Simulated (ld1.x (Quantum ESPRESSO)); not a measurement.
## What one change does to a pseudopotential (sulfur (S), RRKJ)

```json
{"Element": "S", "Generator": "ld1.x (Quantum ESPRESSO) 7.5", "Type": "norm-conserving RRKJ (Kleinman–Bylander form)", "Functional": "PW91", "Relativity": "non-relativistic", "Frozen core": "[Ne]", "Valence charge": "6", "Reference configuration": "3s2 3p4", "Partial waves": "3s (bound): rc 1.40 bohr; 3p (bound): rc 1.40 bohr", "Local potential": "the p channel", "Core correction": "a·sin(br)/r model core inside 1.30 bohr", "rho0": "0.02"}
```

Change: scalar-relativistic.

Cutoffs: the cutoffs (Ry, on a coarse ladder) from which the occupation-weighted sum of valence levels, in a spherical-Bessel basis at the reference potential, stays within 10 and 1 mRy of its value at 400 Ry; they do not see the model core or the augmentation charge, which bear on the density cutoff. Errors are all-electron minus pseudo energies relative to the spin-unpolarised reference configuration.

Task: Predict the effect on cutoff, ghosts and configuration errors.

Result: The potential gets neither clearly harder nor softer (55 Ry and 80 Ry → 55 Ry and 80 Ry); of the 7 tests that both files solve, the error grows in 0 and shrinks in 3 by more than 15 % and 0.3 meV (median size 7.0 → 5.9 meV); neither file shows a bound ghost.

| quantity | base | changed |
| --- | --- | --- |
| cutoff, loose | 55 Ry | 55 Ry |
| cutoff, tight | 80 Ry | 80 Ry |
| bound ghosts | none | none |
| error for 3s2 3p3, meV [ΔE 11.83 → 11.82 eV] | +2.8 | +2.0 |
| error for 3s2 3p2, meV [ΔE 34.19 → 34.17 eV] | +18 | +16 |
| error for 3s2 3p1, meV [ΔE 68.32 → 68.29 eV] | +60 | +55 |
| error for 3s1 3p4, meV [ΔE 22.57 → 22.70 eV] | +7.0 | +5.9 |
| error for 3s1 3p5, meV [ΔE 10.18 → 10.31 eV] | +2.2 | +1.8 |
| error for 3s2 3p0, meV [ΔE 115.22 → 115.19 eV] | +150 | +142 |
| error for 3s2 3p3.5, meV [ΔE 4.69 → 4.68 eV] | +0.5 | +0.2 |
| s: phases at 1.54 bohr within 0.05 rad from the reference energy up to (Ry; the scan ends near 5) | to the end of the scan | to the end of the scan |
| p: phases at 1.54 bohr within 0.05 rad from the reference energy up to (Ry; the scan ends near 5) | to the end of the scan | to the end of the scan |
